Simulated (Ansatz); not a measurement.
Geometry optimisation, Ansatz, RKS LDA/def2-SVP.

Input:

```yaml
crystal:
  periodic: [false, false, false]
  atoms:
    - { symbol: Ti, position_ang: [-0.422032, -0.161537, -0.447758] }
    - { symbol: Cl, position_ang: [-0.089356, 0.931603, 2.926961] }
    - { symbol: F, position_ang: [1.089847, -0.792922, 0.077686] }
    - { symbol: F, position_ang: [-0.362621, 1.55104, -0.636915] }
    - { symbol: F, position_ang: [-0.774282, -0.812186, -2.002947] }
    - { symbol: O, position_ang: [-1.802497, -0.672121, 0.689186] }
    - { symbol: H, position_ang: [-2.720936, -0.868864, 0.419928] }
    - { symbol: H, position_ang: [-1.164022, 0.195287, 2.606559] }
basis:
  gaussian: { orbitals: def2-SVP }
hamiltonian:
  xc: lda
relax:
  f_tol: 0.03
  max_steps: 50
```

Launched with:

```bash
$ ansatz run input.yaml --threads 4 --pin off --max-ram 5120MiB --backend cpu --events-out ev --progress --plain --runs-dir out
```

Q: Where does it end, and by what steps?

A: The run converged. After 27 steps the energy has fallen by 0.924 eV; F5 moved furthest, 1.39 Å. Parted: Cl2–H8 (1.34 → 2.35 Å). Joined: Ti1–Cl2 (3.56 → 2.23 Å), O6–H8 (2.20 → 0.98 Å).

```json
{"step": "0", "energy less start (eV)": "0.0000", "largest force component (eV/Å)": "1.378", "accepted": "yes"}
{"step": "1", "energy less start (eV)": "-0.1804", "largest force component (eV/Å)": "0.566", "accepted": "yes"}
{"step": "2", "energy less start (eV)": "-0.2482", "largest force component (eV/Å)": "0.358", "accepted": "yes"}
{"step": "3", "energy less start (eV)": "-0.2710", "largest force component (eV/Å)": "0.426", "accepted": "yes"}
{"step": "4", "energy less start (eV)": "-0.2910", "largest force component (eV/Å)": "0.262", "accepted": "yes"}
{"step": "5", "energy less start (eV)": "-0.2894", "largest force component (eV/Å)": "0.331", "accepted": "no"}
{"step": "6", "energy less start (eV)": "-0.3004", "largest force component (eV/Å)": "0.102", "accepted": "yes"}
{"step": "7", "energy less start (eV)": "-0.3066", "largest force component (eV/Å)": "0.074", "accepted": "yes"}
{"step": "8", "energy less start (eV)": "-0.3091", "largest force component (eV/Å)": "0.145", "accepted": "yes"}
{"step": "9", "energy less start (eV)": "-0.3153", "largest force component (eV/Å)": "0.272", "accepted": "yes"}
{"step": "10", "energy less start (eV)": "-0.2761", "largest force component (eV/Å)": "1.946", "accepted": "no"}
{"step": "11", "energy less start (eV)": "-0.3404", "largest force component (eV/Å)": "0.420", "accepted": "yes"}
{"step": "12", "energy less start (eV)": "-0.4046", "largest force component (eV/Å)": "0.561", "accepted": "yes"}
{"step": "13", "energy less start (eV)": "-0.5196", "largest force component (eV/Å)": "1.413", "accepted": "yes"}
{"step": "14", "energy less start (eV)": "-0.5983", "largest force component (eV/Å)": "2.831", "accepted": "yes"}
{"step": "15", "energy less start (eV)": "-0.7272", "largest force component (eV/Å)": "1.094", "accepted": "yes"}
{"step": "16", "energy less start (eV)": "-0.7355", "largest force component (eV/Å)": "1.204", "accepted": "yes"}
{"step": "17", "energy less start (eV)": "-0.7792", "largest force component (eV/Å)": "0.481", "accepted": "yes"}
{"step": "18", "energy less start (eV)": "-0.7907", "largest force component (eV/Å)": "0.459", "accepted": "yes"}
{"step": "19", "energy less start (eV)": "-0.7987", "largest force component (eV/Å)": "0.367", "accepted": "yes"}
{"step": "20", "energy less start (eV)": "-0.8182", "largest force component (eV/Å)": "0.283", "accepted": "yes"}
{"step": "21", "energy less start (eV)": "-0.8313", "largest force component (eV/Å)": "0.301", "accepted": "yes"}
{"step": "22", "energy less start (eV)": "-0.8592", "largest force component (eV/Å)": "0.488", "accepted": "yes"}
{"step": "23", "energy less start (eV)": "-0.8792", "largest force component (eV/Å)": "0.817", "accepted": "yes"}
{"step": "24", "energy less start (eV)": "-0.9006", "largest force component (eV/Å)": "0.374", "accepted": "yes"}
{"step": "25", "energy less start (eV)": "-0.9193", "largest force component (eV/Å)": "0.267", "accepted": "yes"}
{"step": "26", "energy less start (eV)": "-0.9217", "largest force component (eV/Å)": "0.265", "accepted": "yes"}
{"step": "27", "energy less start (eV)": "-0.9239", "largest force component (eV/Å)": "0.022", "accepted": "yes"}
```

```xyz
8
Properties=species:S:1:pos:R:3
Ti -0.079 0.044 0.087
Cl 0.226 0.049 2.293
F 1.567 -0.170 -0.373
F -0.431 1.560 -0.640
F -0.751 -1.352 -0.718
O -2.176 0.057 0.775
H -2.538 -0.797 0.458
H -2.063 -0.021 1.750
```

Whether the end is a true minimum wasn't checked by a vibrational analysis.

Time of the run: 32 s on 4 threads of Arm Neoverse V1, with other jobs on the host, peak memory 0.18 GiB.
